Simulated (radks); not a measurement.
Task: Spherical quantum dot in the effective-mass picture: electrons in a parabolic well V = omega^2 r^2 / 2 with omega = 1.59, with a point charge +1 (a donor) at the centre, all in effective atomic units (hartree* = m*/eps^2 hartree, bohr* = eps/m* bohr), one dielectric constant everywhere. Calculated with a radial shooting solver with Libxc functionals: non-relativistic Kohn-Sham, PBE, spin-polarised, spherical densities. Levels are named by radial order and angular momentum (1s, 1p, 1d, 2s, ...), and open shells are averaged over m. Each electron was tried in the lowest free levels, single moves between levels near the top were tried too, and the lowest total energy was kept; such a search can miss a lower state. Give the order in which the levels fill up to N = 27, the shell closures and the spin along the way.

Result: Shells are first occupied in the order 1s, 1p, 2s, 1d, 1f. Open shells at each N (closed shells left out): 1: 1s(up 1, down 0); 2: none; 3: 1p(up 1, down 0); 4: 1p(up 2, down 0); 5: 1p(up 3, down 0); 6: 1p(up 3, down 1); 7: 1p(up 3, down 2); 8: none; 9: 2s(up 1, down 0); 10: none; 11: 1d(up 1, down 0); 12: 1d(up 2, down 0); 13: 1d(up 3, down 0); 14: 1d(up 4, down 0); 15: 1d(up 5, down 0); 16: 1d(up 5, down 1); 17: 1d(up 5, down 2); 18: 1d(up 5, down 3); 19: 1d(up 5, down 4); 20: none; 21: 1f(up 1, down 0); 22: 1f(up 2, down 0); 23: 1f(up 3, down 0); 24: 1f(up 4, down 0); 25: 1f(up 5, down 0); 26: 1f(up 6, down 0); 27: 1f(up 7, down 0). All shells are closed at N = 2, 8, 10, 20 (there: 1s2 1p6 1d10 2s2). Largest 2S: 7, at N = 27.
